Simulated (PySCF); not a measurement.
Compound: cis-Ge(PH3)2F4.
Cartesian coordinates in Å at the PBE0-D3(BJ)/def2-SVP level; atoms count from 1:
```xyz
13
F4GeH6P2 angstrom
Ge    -0.6982    0.1894   -0.9777
P     -1.1782    0.1516    1.6763
H     -0.2651   -0.1776    2.7151
H     -2.2161   -0.7450    2.0336
H     -1.7083    1.3386    2.2409
F     -0.3364    0.1506   -2.6706
P      1.9096   -0.3355   -0.7224
H      2.3933   -1.4986   -1.3708
H      2.5410   -0.5230    0.5360
H      2.8072    0.6187   -1.2618
F     -2.3971    0.5394   -0.9643
F     -0.0761    1.7723   -0.5615
F     -0.7448   -1.5332   -0.6507
```

Computed, not measured: TDDFT CAM-B3LYP/def2-SVPD, vertical, gas phase, core orbitals frozen in the response in PySCF 2.14.0, density-fitted response routines. The geometry optimisation had not met its thresholds, so the values belong to a structure short of the stationary point. Relativistic effects, spin–orbit coupling among them, are left out although an element past zinc is present.

Frontier orbitals with the atoms that hold most of them (Löwdin shares over 4%, at most four atoms; ? is withheld):

```tsv
orbital	ε (eV)	atoms
HOMO-3	-12.46	F11 27%, F6 26%, F12 19%, F13 19%
HOMO-2	-12.40	F6 29%, F11 29%, F12 19%, F13 18%
HOMO-1	-10.41	P7 25%, P2 19%, F13 14%, F12 13%
HOMO	?	?
LUMO	-0.28	?
LUMO+1	0.85	P2 24%, P7 20%, H4 8%, H8 8%
LUMO+2	0.97	P7 33%, H9 21%, P2 14%, H3 8%
```

Task: Which atoms hold the HOMO, and with what shares?

Result: P2 (bonded to Ge and 3 H) 31%; P7 (bonded to Ge and 3 H) 24%; F13 (bonded to Ge) 7%; Ge1 (bonded to 4 F and 2 P) 6%. By element: phosphorus 55%, fluorine 7% or more, germanium 6%.

Task: Give the leading atoms of the LUMO.

Result: Ge1 (bonded to 4 F and 2 P) 26%; P7 (bonded to Ge and 3 H) 11%; P2 (bonded to Ge and 3 H) 10%; F13 (bonded to Ge) 10%. By element: germanium 26%, phosphorus 21%, fluorine 10% or more.

Task: What is the HOMO energy, and the HOMO–LUMO gap?

Result: ε(HOMO) = -9.80 eV; the gap is 9.52 eV (0.3499 hartree).

Task: How does S1 compare with the orbital gap of 9.52 eV?

Result: S1 is at 6.43 eV (f = 0.450), 3.09 eV below the gap, made of HOMO→LUMO (94%). 

Task: One configuration dominates each of S1 and S2. Which, and how do the shares of the two leading atoms of either orbital change from the occupied to the empty one?

Result: 
- S1 (6.43 eV, f 0.450), HOMO→LUMO (94%): P2 31% → 10%, P7 24% → 11%, Ge1 6% → 26%
- S2 (7.14 eV, f 0.232), HOMO-1→LUMO (93%): P7 25% → 11%, P2 19% → 10%, Ge1 at most 14% → 26%
